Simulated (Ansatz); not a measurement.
`CC1(C)CC1` and `CC1(I)CC1` differ in one atom or group.

Ansatz, PBE0-D4/def2-TZVP geometries, multiplicity 1. 

Elements past krypton have def2 core potentials.

```
                                          property  `CC1(C)CC1`
             HOMO–LUMO gap (B3LYP/def2-TZVPP) / eV         8.37
size of the dipole moment (ωB97M-V/def2-TZVPP) / D         0.13
  size of the dipole moment (B3LYP/def2-TZVPP) / D         0.12
               LUMO energy (B3LYP/def2-TZVPP) / eV         0.97
              HOMO–LUMO gap (PBE0/def2-TZVPP) / eV         8.90
                 LUMO energy (PBE/def2-TZVPP) / eV         0.52
```

Problem. What does the change do to each property? (An estimate is asked.)

Solution. Ansatz gave: 
```tsv
property	`CC1(I)CC1`	shift
HOMO–LUMO gap (B3LYP/def2-TZVPP) / eV	5.77	-2.60
size of the dipole moment (ωB97M-V/def2-TZVPP) / D	1.90	1.77
size of the dipole moment (B3LYP/def2-TZVPP) / D	1.94	1.82
LUMO energy (B3LYP/def2-TZVPP) / eV	-1.01	-1.98
HOMO–LUMO gap (PBE0/def2-TZVPP) / eV	6.24	-2.66
LUMO energy (PBE/def2-TZVPP) / eV	-1.69	-2.21
```

With PBE0 the HOMO rises by 0.59 eV and the LUMO falls by 2.08 eV, so the gap narrows by about 2.67 eV. PBE moves the HOMO by 0.46 eV and ωB97M-V by 0.70 eV. Dipoles are sizes alone; their direction can turn.

B3LYP here is the variant with VWN-RPA as its local correlation; programs differ in this.

Spin–orbit coupling is left out; it splits and shifts lone-pair levels of the heavy atoms by tenths of an eV.
